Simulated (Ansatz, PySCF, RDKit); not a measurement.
Complex: CHN (SMILES C#N) (first 3 atoms) with H4OSi (SMILES O[SiH3]); geometry from B3LYP-D3(BJ)/def2-TZVP.
(charge 0, multiplicity 1):
```xyz
9

C      0.57627     1.53752    -0.61858
N      0.60171     1.15180     0.45781
H      0.55290     1.89771    -1.62295
O      0.66343     0.15262     3.24848
Si    -0.53799    -0.89346     3.64609
H      0.68347     0.50457     2.34727
H     -1.88665    -0.28612     3.49680
H     -0.32688    -1.26235     5.06211
H     -0.51199    -2.12471     2.81343
```

Interaction energies are E(AB) − E(A) − E(B) at the monomers' geometry in the complex; basis-set methods are counterpoise corrected. RDKit's UFF carries no charges.

Rows in 6-31G* carry no dispersion term and start afresh at each structure (6-31G* with six Cartesian d functions).

Codes used: Ansatz (a first-principles code) with Gaussian orbitals; PySCF for 6-31G* rows; RDKit for the force fields. Each number belongs to the level named beside it.

Task: What is the computed interaction energy (B3LYP/6-31G*)?

Result: -4.8 kcal/mol

Task: Estimate the interaction energy that UFF returns for this input.

Result: 16.5 kcal/mol

Task: What is the computed interaction energy (B97M-V/def2-TZVPPD)?

Result: -5.5 kcal/mol
